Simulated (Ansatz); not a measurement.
Program: Ansatz. Geometries: PBE0-D4/def2-TZVP. ΔE: electronic, gas phase. CBS: MP2 limit from def2 TZ/QZ plus the TZ coupled-cluster correction, frozen cores. This one scheme is used for every species. DFT in def2-TZVPP. B3LYP here is the variant with VWN-RPA as its local correlation; programs differ in this. Each species was taken in one conformer, which may not be the lowest.

`C[SiH](F)[O][AlH2]` + CH₃OH → `CO[SiH](C)F` + `[OH][AlH2]`  (ligand exchange at the Si–O bond)

```
         level  ΔE (kJ/mol)
     r2SCAN-D4         19.2
       PBE0-D4         20.4
      B3LYP-D4         20.5
MP2/def2-QZVPP         20.0
```

Q: What does CCSD(T)/CBS give? (Best estimate.)

A: Ansatz gave: +21.3 kJ/mol. The listed levels differ from it by -2.1, -0.9, -0.8, -1.3 kJ/mol.

Largest T1 diagnostic among the species: 0.012.

From PBE to PBE0 (25 % exact exchange), in def2-TZVPP and without D4, ΔE moves by +3.9 kJ/mol. In def2-TZVPP, CCSD(T) changes the Hartree–Fock value by −8.6 kJ/mol (the triples alone add −1.6 kJ/mol) and MP2 by −10.0 kJ/mol.
